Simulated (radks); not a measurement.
Spin polarisation of the 4f4 shell in the promethium ion Pm3+. Start: [Xe] 4f(up 2, down 2); electrons of 4f are moved from spin down to spin up, other shells keep equal spins. Calculated with a radial shooting solver on a logarithmic mesh with Libxc functionals: scalar-relativistic Kohn-Sham, PBE, spin-polarised, spherical densities, finite nucleus; Fermi nuclear charge, rms radius of each element as measured or else 0.836 A^(1/3) + 0.57 fm.

moment (Bohr magnetons)	E - E(0) (eV)	e(4f up) (eV)	e(4f down) (eV)	5p down minus up (eV)	5s down minus up (eV)	4d down minus up (eV)
0	0.000	-31.655	-31.655	0.000	0.000	0.000
1	-0.186	-32.007	-31.265	0.346	0.461	0.831
2	-0.742	-32.321	-30.838	0.694	0.923	1.662
3	-1.670	-32.596	-30.372	1.043	1.388	2.492
4	-2.968	-32.832	-29.867	1.396	1.856	3.321

At moment 4 the spin-polarisation energy is -2.968 eV and the 4f exchange splitting 2.965 eV, that is 0.741 eV per Bohr magneton; E = -I m^2/4 would give I = 0.742 eV.
